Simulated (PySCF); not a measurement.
In(H)(Et)2, C₄H₁₁In, SMILES C[CH2][InH][CH2]C, GFN2-xTB optimised geometry. Atoms within 1.6 Å of the plane z = 1.0 Å (x, y, z in Å): In1 (-0.87, -0.96, 0.00), H2 (-1.60, -2.59, 0.00), C3 (1.39, -0.96, 0.00), C4 (1.90, -2.40, -0.03), H5 (1.75, -0.44, 0.89), H8 (1.53, -2.95, 0.84), H9 (2.99, -2.44, -0.02), C10 (-2.33, 0.78, 0.00), C11 (-1.61, 2.12, -0.03), H12 (-2.96, 0.70, 0.89), H15 (-0.95, 2.23, 0.84), H16 (-2.32, 2.95, -0.03).

Method: PBE0/def2-TZVP, def2 effective core potentials past Kr (PySCF 2.14.0). The core electrons that the potentials of In replace are not part of the density.

Map of the LUMO amplitude (bohr^(-3/2)) on the plane z = 1.0 Å; orbital energy -1.33 eV, overall sign arbitrary:

```
|33333333333333333333333333333|
|33333332233333333333333333333|
|33333222222333333333333333333|
|33332222222333333333333333333|
|33322222222233333333333333333|
|33222222222233333333333333333|
|32222222222233333333333333333|
|22222222222233333333333333333|
|22222222222333333333333333333|
|22222222222333333333333333333|
|22222111223333333333333333333|
|22221101233444433333222223333|
|22221001234555443332222222333|
|22222112345666544322222222333|
|32222233467777654321122222233|
|33333334578998754310112222233|
|33333345679999764310112222233|
|33333345679999864321122222223|
|33333345678998764322222222223|
|33333345567887654322222222223|
|33333344566776554332222222223|
|33333334455555544332222222223|
|33333334444544443332222222223|
|33333333344444433332222222223|
|33333333333333333333222222233|
|33333333333333333333332222333|
|33333333333333333333333333333|
|33333333333333333333333333333|
|33333333333333333333333333333|
```
Scale: ten equal steps from -0.044 (start of '0') to 0.102 (end of '9'), in the order '0123456789'; x runs from -5.00 to 5.00, y from -5.00 (bottom) to 5.00 (top).
